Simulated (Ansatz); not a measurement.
`[SiH3][N]([SiH3])[SnH2][Cl]`, relaxed with RKS PBE0-D4/def2-TZVP in the Gaussian-basis code of Ansatz from a PBE-D4/def2-SVP geometry. The force threshold is 0.005 eV/Å; the program also tests the step.

The species carries charge 0 and has multiplicity 1. Sn takes the def2 core potential.

Start:

```xyz
13

Si    0.597   -0.469   -1.662
N     0.024    0.182   -0.122
Si    1.086    1.169    0.888
Sn   -1.754   -0.514    0.667
Cl   -1.300   -2.515    1.874
H     1.208    0.640   -2.479
H     1.638   -1.548   -1.495
H    -0.581   -1.054   -2.395
H     1.691    2.269    0.055
H     2.214    0.381    1.505
H     0.260    1.766    1.998
H    -2.777   -0.948   -0.646
H    -2.307    0.642    1.813
```

Question: How much energy does the relaxation release, and in how many steps? (Estimate.)

Answer: The calculation gave: 2.12 kcal/mol, in 11 steps.

Question: Which bonds change most? (Best estimate.)

Answer: Computed: Sn4–Cl5 from 2.381 to 2.333 Å; N2–Sn4 from 2.066 to 2.023 Å; Si1–N2 from 1.767 to 1.734 Å; N2–Si3 from 1.767 to 1.734 Å.

Question: Give the relaxed structure. (Estimate.)

Answer: The calculation gave: 
```xyz
13

Si    0.604   -0.480   -1.618
N     0.035    0.157   -0.108
Si    1.082    1.125    0.879
Sn   -1.747   -0.457    0.629
Cl   -1.346   -2.422    1.822
H     1.074    0.625   -2.496
H     1.733   -1.430   -1.433
H    -0.521   -1.194   -2.278
H     1.567    2.304    0.111
H     2.271    0.363    1.347
H     0.311    1.589    2.064
H    -2.761   -0.871   -0.667
H    -2.301    0.690    1.749
```
